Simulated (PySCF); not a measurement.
C₂H₈N, SMILES CC[NH3+], charge +1. Atoms are numbered in the order given.

```xyz
11

C     -0.2674     1.2976     0.0000
C      0.6032     0.0572     0.0000
N     -0.2430    -1.2079     0.0000
H      0.3884     2.1899     0.0000
H     -0.9062     1.3625    -0.9041
H     -0.9062     1.3625     0.9041
H      1.2496    -0.0095     0.8969
H      1.2496    -0.0095    -0.8969
H      0.3344    -2.0700     0.0000
H     -0.8619    -1.2499     0.8327
H     -0.8619    -1.2499    -0.8327
```
Charge +1, spin multiplicity 1.

Geometry: PBE-D3(BJ)/def2-SVP. The isomer is the one that the SMILES or the coordinates give; other isomers of the formula were not compared.

Computed with PBE-D3(BJ)/def2-SVP (PySCF 2.14.0).

Frequencies are harmonic and unscaled.

List the normal modes with their intensities. (Estimate from the structure and the level; the computed values follow.)


| mode | ν (cm⁻¹) | IR (km/mol) | moving atoms (share of kinetic energy) |
|---|---|---|---|
| 1 | 230 | 0.4 | H 98 % |
| 2 | 267 | 1.1 | H 88 %, C 10 % |
| 3 | 367 | 8.7 | H 44 %, C 36 %, N 21 % |
| 4 | 773 | 13.3 | H 93 % |
| 5 | 822 | 3.4 | C 39 %, N 32 %, H 29 % |
| 6 | 906 | 5.0 | H 91 % |
| 7 | 911 | 16.9 | H 81 %, C 11 % |
| 8 | 1003 | 16.5 | C 59 %, H 33 % |
| 9 | 1151 | 15.3 | H 54 %, C 39 % |
| 10 | 1177 | 5.4 | H 59 %, C 36 % |
| 11 | 1304 | 10.9 | H 89 % |
| 12 | 1340 | 0.1 | H 80 %, C 18 % |
| 13 | 1367 | 37.0 | H 76 %, C 23 % |
| 14 | 1416 | 15.4 | H 97 % |
| 15 | 1418 | 1.4 | H 92 %, C 8 % |
| 16 | 1434 | 26.4 | H 91 % |
| 17 | 1442 | 97.8 | H 86 %, N 13 % |
| 18 | 1573 | 47.7 | H 97 % |
| 19 | 1581 | 30.8 | H 97 % |
| 20 | 2984 | 3.1 | H 97 % |
| 21 | 3026 | 1.2 | H 94 % |
| 22 | 3072 | 1.3 | H 90 %, C 10 % |
| 23 | 3091 | 2.9 | H 91 %, C 9 % |
| 24 | 3096 | 0.0 | H 90 %, C 10 % |
| 25 | 3306 | 39.6 | H 98 % |
| 26 | 3389 | 102.6 | H 92 %, N 8 % |
| 27 | 3399 | 113.3 | H 92 %, N 8 % |
